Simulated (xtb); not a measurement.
B(Cl)(OH)(OMe) (CH4BClO2), SMILES ClB(O)OC. All values are semi-empirical tight-binding results from xtb (GFN2-xTB unless named), good for trends rather than for accurate numbers. Coordinates come from a GFN2-xTB optimisation. The values are those of a single conformer.

Optimised geometry:

```xyz
9

B      0.0850     0.2085     0.0751
Cl    -0.2168    -0.3778     1.6997
O      0.6066     1.4346    -0.1310
H      0.8011     1.9637     0.6423
O     -0.2362    -0.6340    -0.9065
C     -0.0685    -0.3512    -2.2849
H      0.6437    -1.0688    -2.6947
H     -1.0357    -0.4771    -2.7727
H      0.2979     0.6640    -2.4358
```

```yaml
orbital_gap: 6.71 eV
dipole_moment: 3.19 D
zero_point_energy: 37.6 kcal/mol
G − E(el) at 298.15 K (modified RRHO): 18.5 kcal/mol
static polarisability (D4 model): 50.6 bohr³
solvation energy, GFN2-xTB/ALPB(water): -7.0 kcal/mol
solvation energy, GFN2-xTB/ALPB(acetone): -8.7 kcal/mol
```

Computed atomic charges and the Wiberg bond orders between heavy atoms:
charges (e) B1 0.54, Cl2 -0.30, O3 -0.47, H4 0.33, O5 -0.32, C6 0.02, H7 0.07, H8 0.07, H9 0.06. Bond orders B1–Cl2 0.94, B1–O3 1.18, B1–O5 1.22, O5–C6 0.96.
